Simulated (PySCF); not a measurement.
A geometry optimisation, step by step.

C5H5BO.
Atom-mapped SMILES: `[O:1]=[CH:2][C:3]1=[CH:4][CH:5]=[CH:6][BH:7]1` (hydrogens: H8 on C2; H9 on C4; H10 on C5; H11 on C6; H12 on B7)

Computed by this run: PBE0-D3(BJ)/def2-SVP geometry optimisation, gas phase (PySCF 2.14.0); density fitting, grid level 2; the optimiser is geomeTRIC in internal coordinates, started from a GFN2-xTB structure. The frame can shift and turn from step to step; on so coarse a grid that alone can change the energy by a few meV, and forces under 0.02 eV/Å are noise.

Step 0: E = -7972.5192 eV, largest atomic force 1.316 eV/Å
```
atom  x, y, z in Å  |  force x, y, z in eV/Å
O1      2.898    0.912   -0.038   -0.010   0.130  -0.009
C2      2.146   -0.031    0.044    0.149   0.041  -0.009
C3      0.696    0.037    0.008    0.248   0.164  -0.007
C4     -0.096   -1.054    0.102    0.321   0.372  -0.032
C5     -1.523   -0.698    0.038   -0.057   0.162  -0.020
C6     -1.692    0.626   -0.100   -0.244   0.336  -0.037
B7     -0.266    1.295   -0.138   -0.180  -1.298   0.124
H8      2.545   -1.062    0.156    0.194  -0.320   0.038
H9      0.236   -2.076    0.213    0.278  -0.534   0.060
H10    -2.297   -1.448    0.098   -0.463  -0.338   0.026
H11    -2.666    1.082   -0.165   -0.494   0.239  -0.034
H12     0.019    2.416   -0.243    0.258   1.045  -0.099
```

Step 1: E = -7972.5835 eV, largest atomic force 0.149 eV/Å
```
atom  x, y, z in Å  |  force x, y, z in eV/Å
O1      2.827    0.830   -0.005    0.013  -0.007   0.001
C2      2.090   -0.124    0.072    0.028   0.005   0.004
C3      0.631   -0.054    0.034   -0.043  -0.014  -0.001
C4     -0.171   -1.140    0.124    0.035  -0.107   0.013
C5     -1.620   -0.778    0.058   -0.077  -0.082   0.007
C6     -1.800    0.550   -0.078    0.005   0.015  -0.002
B7     -0.350    1.188   -0.111    0.022   0.147  -0.014
H8      2.508   -1.162    0.184   -0.015   0.030  -0.005
H9      0.174   -2.177    0.235   -0.020   0.048  -0.006
H10    -2.408   -1.538    0.118    0.036   0.025  -0.003
H11    -2.784    1.018   -0.145    0.026   0.006   0.000
H12    -0.054    2.351   -0.220   -0.011  -0.065   0.006
```

Step 2: E = -7972.5833 eV, largest atomic force 0.107 eV/Å
```
atom  x, y, z in Å  |  force x, y, z in eV/Å
O1      2.833    0.826   -0.004   -0.051   0.026  -0.002
C2      2.088   -0.122    0.073    0.044  -0.055   0.003
C3      0.628   -0.052    0.034    0.021   0.019   0.000
C4     -0.171   -1.141    0.125    0.032  -0.018   0.003
C5     -1.622   -0.783    0.059    0.053   0.059  -0.005
C6     -1.795    0.547   -0.077   -0.105   0.014  -0.004
B7     -0.350    1.194   -0.111    0.005  -0.052   0.006
H8      2.501   -1.160    0.183   -0.001  -0.009   0.002
H9      0.175   -2.176    0.235    0.007   0.005  -0.001
H10    -2.409   -1.541    0.117    0.006   0.011  -0.002
H11    -2.778    1.016   -0.145   -0.008   0.014  -0.002
H12    -0.055    2.355   -0.221   -0.004  -0.016   0.001
```

Step 3: E = -7972.5839 eV, largest atomic force 0.049 eV/Å
```
atom  x, y, z in Å  |  force x, y, z in eV/Å
O1      2.829    0.829   -0.004   -0.017   0.013   0.000
C2      2.089   -0.123    0.073    0.017  -0.020  -0.001
C3      0.629   -0.054    0.034    0.010  -0.002   0.002
C4     -0.171   -1.142    0.125    0.013   0.003   0.000
C5     -1.622   -0.782    0.058    0.024   0.031  -0.003
C6     -1.797    0.548   -0.077   -0.049   0.001  -0.001
B7     -0.350    1.192   -0.111    0.002  -0.027   0.003
H8      2.505   -1.160    0.183    0.000  -0.002   0.001
H9      0.174   -2.177    0.235    0.003   0.002   0.000
H10    -2.409   -1.540    0.117    0.000   0.003  -0.001
H11    -2.780    1.018   -0.145   -0.003   0.008  -0.001
H12    -0.054    2.353   -0.221    0.000  -0.008   0.001
```

Step 4: E = -7972.5840 eV, largest atomic force 0.039 eV/Å
```
atom  x, y, z in Å  |  force x, y, z in eV/Å
O1      2.826    0.834   -0.004   -0.016   0.004  -0.002
C2      2.090   -0.121    0.073    0.007  -0.025   0.007
C3      0.630   -0.057    0.034   -0.025   0.030  -0.004
C4     -0.172   -1.143    0.125    0.014  -0.023   0.002
C5     -1.622   -0.780    0.058    0.000   0.001   0.000
C6     -1.799    0.549   -0.078    0.011  -0.008   0.001
B7     -0.349    1.188   -0.110    0.003   0.025  -0.002
H8      2.510   -1.157    0.184    0.000  -0.001  -0.001
H9      0.172   -2.179    0.235   -0.002  -0.003   0.000
H10    -2.410   -1.538    0.117    0.003  -0.002   0.000
H11    -2.781    1.020   -0.145    0.004   0.001   0.000
H12    -0.051    2.348   -0.220    0.001   0.000   0.000
```

Step 5: E = -7972.5840 eV, largest atomic force 0.039 eV/Å
```
atom  x, y, z in Å  |  force x, y, z in eV/Å
O1      2.821    0.835   -0.003    0.029  -0.009   0.002
C2      2.089   -0.123    0.073   -0.024   0.031  -0.002
C3      0.629   -0.056    0.034    0.003  -0.026   0.002
C4     -0.171   -1.144    0.125   -0.006   0.005  -0.001
C5     -1.622   -0.781    0.058   -0.002  -0.002   0.000
C6     -1.798    0.549   -0.078    0.002   0.000   0.000
B7     -0.349    1.189   -0.111   -0.002  -0.005   0.001
H8      2.511   -1.158    0.184    0.002   0.004  -0.001
H9      0.173   -2.179    0.235    0.000  -0.001   0.000
H10    -2.409   -1.539    0.116   -0.001   0.000   0.000
H11    -2.780    1.020   -0.145   -0.001  -0.001   0.000
H12    -0.051    2.349   -0.220    0.001   0.003   0.000
```

Step 6: E = -7972.5841 eV, largest atomic force under 0.02 eV/Å
```
atom  x, y, z in Å  |  force x, y, z in eV/Å
O1      2.823    0.834   -0.003    0.007  -0.004   0.001
C2      2.089   -0.122    0.073   -0.007   0.011   0.000
C3      0.629   -0.056    0.034    0.005  -0.009   0.001
C4     -0.171   -1.144    0.125   -0.003   0.007  -0.001
C5     -1.621   -0.781    0.058   -0.003  -0.002   0.000
C6     -1.798    0.549   -0.078    0.002   0.000   0.000
B7     -0.349    1.189   -0.111   -0.002  -0.004   0.001
H8      2.510   -1.158    0.184    0.001   0.000  -0.001
H9      0.173   -2.179    0.235    0.000   0.000   0.000
H10    -2.409   -1.539    0.116   -0.001  -0.001   0.000
H11    -2.780    1.020   -0.145   -0.001  -0.001   0.000
H12    -0.051    2.349   -0.220    0.001   0.002   0.000
```

**Question.** Summarise the path.

**Answer.** The energy falls by 6.26 kJ/mol from step 0 to step 6; nine tenths of that is first reached at step 1. It rises by more than 0.2 meV at step 2. The largest force goes from 1.316 to under 0.02 eV/Å. Among the bonds B7–H12 changes most, from 1.161 to 1.202 Å; the atoms move by 0.027 Å rms after alignment.

**Question.** Follow the three bonds and two angles with the largest change from start to end.

**Answer.** 
```
step  E above end (kJ/mol)  largest force (eV/Å)  B7–H12 (Å)  C4–C5 (Å)  C4–H9 (Å)  C3–B7–C6 (°)  C5–C6–B7 (°)
   0                  6.26                 1.316       1.161      1.473      1.080         102.1         107.9
   1                  0.05                 0.149       1.205      1.495      1.098         104.4         106.1
   2                  0.07                 0.107       1.203      1.496      1.097         103.9         106.7
   3                  0.01                 0.049       1.203      1.496      1.097         104.0         106.5
   4                  0.01                 0.039       1.203      1.497      1.097         104.2         106.3
   5                  0.01                 0.039       1.202      1.497      1.097         104.1         106.3
   6                  0.00            under 0.02       1.202      1.497      1.097         104.1         106.3
```

The cost below is that of the whole optimisation. On one thread of an Arm Neoverse V1, no GPU (shared host), this took 39 s of wall time and 0.71 GiB of memory at its peak.
